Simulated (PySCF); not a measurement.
Compound: C2H10OSi2.
Structure used (PBE0-D3(BJ)/def2-SVP), in Å, numbered top down from 1:
```xyz
15
C2H10OSi2 angstrom
C     -1.9117    1.5120   -0.1298
O     -0.9915    0.4751   -0.2791
C     -0.5928   -0.1075    0.9329
Si     0.6749   -1.4590    0.5023
Si     2.1243   -0.5219   -1.0799
H     -2.8512    1.1639    0.3434
H     -1.5050    2.3379    0.4871
H     -2.1464    1.9037   -1.1295
H     -1.4570   -0.5245    1.4913
H     -0.1168    0.6395    1.6040
H      1.4029   -1.8628    1.7476
H     -0.0078   -2.6689   -0.0526
H      3.2999   -1.4147   -1.3284
H      2.6313    0.7894   -0.5663
H      1.4168   -0.2941   -2.3748
```

Theory: PBE0-D3(BJ)/def2-SVP geometry optimisation, gas phase in PySCF 2.14.0.

Masses are those of the commonest isotopes; rigid-rotor values at the optimised geometry. The values belong to one conformer with, in the numbering `[CH3:1][O:2][CH2:3][SiH2:4][SiH3:5]`, C1–O2–C3–Si4 -179°, O2–C3–Si4–Si5 44°.

(1) What are A, B and C (MHz)?

(2) What kind of rotor is it?

(3) Is it planar, by Δ = Ic − Ia − Ib?

(4) List the rotational levels J(Ka,Kc) to J = 2 (MHz).

(5) Which types of transition are allowed, and where do some lines up to J = 3 fall?

(6) Estimate the classical rotational partition function at 10 K, 50 K and 298.15 K.

Results:

(1) Ia = 110.87, Ib = 315.73, Ic = 400.40 u·Å²; 505379 MHz·u·Å²/I gives A = 4558, B = 1601, C = 1262 MHz.

(2) An asymmetric top; Ray's κ = -0.795.

(3) Not planar: Δ = Ic − Ia − Ib = -26.20 u·Å². For a rigid frame Δ = −2 Σ m c², so Σ m c² = 13.10 u·Å² lies off the ab plane: 9.76 from hydrogen and 3.34 from heavier atoms. The atom farthest from that plane is 1.51 Å away.

(4) Above 0(0,0):
J = 1: 1(0,1) 2863, 1(1,1) 5820, 1(1,0) 6159
J = 2: 2(0,2) 8561, 2(1,2) 11208, 2(1,1) 12223, 2(2,1) 21096, 2(2,0) 21123
Those of J = 1 are B + C, A + C and A + B.

(5) The dipole components are |μa| = 1.61 D, |μb| = 0.50 D, |μc| = 0.69 D. The squared components, which scale the intensities, stand as 1.00 : 0.10 : 0.19 (a : b : c). Some lines, for components of 0.1 D or more:

```json
{"type": "a", "branch": "Q", "J(Ka,Kc)": "1(1,0) ← 1(1,1)", "MHz": "338", "lower level (cm⁻¹)": "0.194"}
{"type": "c", "branch": "Q", "J(Ka,Kc)": "2(1,2) ← 2(0,2)", "MHz": "2646", "lower level (cm⁻¹)": "0.286"}
{"type": "b", "branch": "R", "J(Ka,Kc)": "2(0,2) ← 1(1,1)", "MHz": "2741", "lower level (cm⁻¹)": "0.194"}
{"type": "a", "branch": "R", "J(Ka,Kc)": "1(0,1) ← 0(0,0)", "MHz": "2863", "lower level (cm⁻¹)": "0.000"}
{"type": "b", "branch": "Q", "J(Ka,Kc)": "1(1,0) ← 1(0,1)", "MHz": "3296", "lower level (cm⁻¹)": "0.095"}
{"type": "b", "branch": "Q", "J(Ka,Kc)": "2(1,1) ← 2(0,2)", "MHz": "3662", "lower level (cm⁻¹)": "0.286"}
{"type": "a", "branch": "R", "J(Ka,Kc)": "2(1,2) ← 1(1,1)", "MHz": "5387", "lower level (cm⁻¹)": "0.194"}
{"type": "c", "branch": "R", "J(Ka,Kc)": "1(1,0) ← 0(0,0)", "MHz": "6159", "lower level (cm⁻¹)": "0.000"}
{"type": "b", "branch": "Q", "J(Ka,Kc)": "3(2,1) ← 3(1,2)", "MHz": "8519", "lower level (cm⁻¹)": "0.711"}
{"type": "a", "branch": "R", "J(Ka,Kc)": "3(2,1) ← 2(2,0)", "MHz": "8697", "lower level (cm⁻¹)": "0.705"}
{"type": "b", "branch": "Q", "J(Ka,Kc)": "2(2,1) ← 2(1,2)", "MHz": "9888", "lower level (cm⁻¹)": "0.374"}
{"type": "b", "branch": "Q", "J(Ka,Kc)": "3(2,2) ← 3(1,3)", "MHz": "10412", "lower level (cm⁻¹)": "0.643"}
{"type": "b", "branch": "R", "J(Ka,Kc)": "3(1,3) ← 2(0,2)", "MHz": "10711", "lower level (cm⁻¹)": "0.286"}
{"type": "c", "branch": "R", "J(Ka,Kc)": "2(2,1) ← 1(1,1)", "MHz": "15275", "lower level (cm⁻¹)": "0.194"}
{"type": "b", "branch": "R", "J(Ka,Kc)": "3(2,2) ← 2(1,1)", "MHz": "17461", "lower level (cm⁻¹)": "0.408"}
{"type": "c", "branch": "R", "J(Ka,Kc)": "3(2,2) ← 2(1,2)", "MHz": "18477", "lower level (cm⁻¹)": "0.374"}
{"type": "c", "branch": "R", "J(Ka,Kc)": "3(3,1) ← 2(2,1)", "MHz": "24239", "lower level (cm⁻¹)": "0.704"}
{"type": "b", "branch": "R", "J(Ka,Kc)": "3(3,0) ← 2(2,1)", "MHz": "24240", "lower level (cm⁻¹)": "0.704"}
```

(6) Point group C1, symmetry number σ = 1; q = (√π/σ)·√((kT/h)³/(ABC)), k/h = 20836.6 MHz/K: 1760 at 10 K, 19600 at 50 K, 286000 at 298.15 K.

Whether it is a minimum is left open (no frequencies). Zero-point vibration and centrifugal distortion are left out. A rigid rotor knows nothing of internal rotation, which can split or shift real lines.
